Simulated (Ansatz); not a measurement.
GaH3OS2, SMILES `[OH][Ga]([SH])[SH]`, relaxed with RKS PBE0-D4/def2-TZVP in Ansatz 0.2.0 from a PBE-D4/def2-SVP geometry. The force threshold is 0.005 eV/Å; the program also tests the step.

Total charge 0; spin multiplicity 1.

Start:

```xyz
7

O     1.507   -0.199    0.193
Ga   -0.273   -0.091   -0.070
S    -1.232   -1.959   -0.744
S    -1.477    1.751    0.228
H     1.906    0.627    0.522
H    -0.045   -2.628   -0.682
H    -0.386    2.500    0.553
```

```
step  energy (eV)  largest force (eV/Å)  largest move (Å)
   1  -76132.8686                 0.736             0.000
   2  -76132.8937                 0.221             0.042
   3  -76132.8968                 0.062             0.032
   4  -76132.8977                 0.065             0.018
   5  -76132.8980                 0.044             0.012
   6  -76132.8981                 0.010             0.007
   7  -76132.8981                 0.001             0.009
```

End:

```xyz
7

O     1.486   -0.182    0.212
Ga   -0.271   -0.098   -0.073
S    -1.224   -1.952   -0.726
S    -1.445    1.738    0.203
H     1.887    0.640    0.501
H    -0.054   -2.613   -0.690
H    -0.378    2.467    0.572
```

Hardware: 2 threads of a server CPU on a shared host. Wall time 44 s, peak host memory 0.48 GiB.
